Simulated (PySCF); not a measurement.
Geometry (Å), atoms numbered from 1 in this order:
```xyz
19

C     3.207   -0.607   -0.590
C     1.743   -0.325   -0.413
O     0.917   -0.410   -1.294
O     1.405    0.020    0.807
Si   -0.237    0.332    1.121
C     0.015    0.765    2.920
N     0.059    1.049    4.031
Si   -1.331    1.666   -0.476
C    -2.348    0.084   -0.927
Si   -1.719   -1.288    0.281
H     3.354   -1.686   -0.616
H     3.774   -0.190    0.237
H     3.548   -0.198   -1.537
H    -2.197    2.722    0.070
H    -0.613    2.254   -1.610
H    -2.168   -0.203   -1.961
H    -3.423    0.243   -0.854
H    -1.217   -2.487   -0.395
H    -2.779   -1.732    1.197
```

- shielding tensors at PBE0/pcSseg-1 (GIAO)
- GFN2-xTB structure
- code: PySCF
- non-relativistic, gas phase, averaged over atoms made equivalent by symmetry, fast rotation or ring inversion, single conformer

Chemical shifts δ = σref − σ; ¹³C (186.93 ppm), ¹H (31.72 ppm), ²⁹Si (349.16 ppm) vs TMS; ¹⁷O (336.08 ppm) against H2O; ¹⁵N (267.73 ppm) against NH3, all at this level.

```json
{"atoms": "Si5", "nucleus": "²⁹Si", "count": "1", "Hirshfeld charge": "0.29", "δ (ppm)": "8.7"}
{"atoms": "O4", "nucleus": "¹⁷O", "count": "1", "Hirshfeld charge": "-0.18", "δ (ppm)": "?"}
{"atoms": "C1", "nucleus": "¹³C", "count": "1", "Hirshfeld charge": "-0.12", "δ (ppm)": "23.2"}
{"atoms": "N7", "nucleus": "¹⁵N", "count": "1", "Hirshfeld charge": "-0.19", "δ (ppm)": "371.9"}
{"atoms": "H14/H19", "nucleus": "¹H", "count": "2", "Hirshfeld charge": "-0.08", "δ (ppm)": "4.82"}
{"atoms": "H15/H18", "nucleus": "¹H", "count": "2", "Hirshfeld charge": "-0.07", "δ (ppm)": "5.03"}
{"atoms": "H17", "nucleus": "¹H", "count": "1", "Hirshfeld charge": "0.04", "δ (ppm)": "?"}
{"atoms": "H16", "nucleus": "¹H", "count": "1", "Hirshfeld charge": "0.04", "δ (ppm)": "0.99"}
{"atoms": "C2", "nucleus": "¹³C", "count": "1", "Hirshfeld charge": "0.23", "δ (ppm)": "181.0"}
{"atoms": "O3", "nucleus": "¹⁷O", "count": "1", "Hirshfeld charge": "-0.23", "δ (ppm)": "462.4"}
{"atoms": "C6", "nucleus": "¹³C", "count": "1", "Hirshfeld charge": "-0.04", "δ (ppm)": "?"}
{"atoms": "C9", "nucleus": "¹³C", "count": "1", "Hirshfeld charge": "-0.24", "δ (ppm)": "?"}
{"atoms": "Si8/Si10", "nucleus": "²⁹Si", "count": "2", "Hirshfeld charge": "0.25", "δ (ppm)": "-35.6"}
{"atoms": "H11/H12/H13", "nucleus": "¹H", "count": "3", "Hirshfeld charge": "0.06", "δ (ppm)": "2.29"}
```

Complete the table.

Answers


- C6: 123.8 ppm, nitrile carbon; C≡N carbons fall here, among the sp2 signals but without a proton
- C9: -12.1 ppm, sp3 CH2 bonded to 2 Si; an electropositive neighbour leaves it electron-rich and shielded
- H17: 0.57 ppm, hydrogen on an sp3 CH2 bonded to 2 Si; an electropositive neighbour shields it, as in TMS itself
- O4: 227.6 ppm, oxygen bonded to C, Si

Shifts are as computed. Against solution values, carbons near 30 ppm lie about +3 ppm off and those near 130 ppm about +5 ppm. Of 1211 compounds with measured shifts, 218 miss one by over three times the rms of a fit or turn the order of signals round; such compounds aren't used in these exercises. Unscaled 17O shifts of doubly bonded oxygen tend to come out too high, by tens of ppm or more. Experimental scales use liquid or dissolved standards, which lie at an offset from isolated NH3 (liquid NH3: subtract about 20 ppm) and H2O (liquid H2O: subtract about 36 ppm). Unscaled 15N shifts of sp2 nitrogen come out 20 to 40 ppm too high even then.
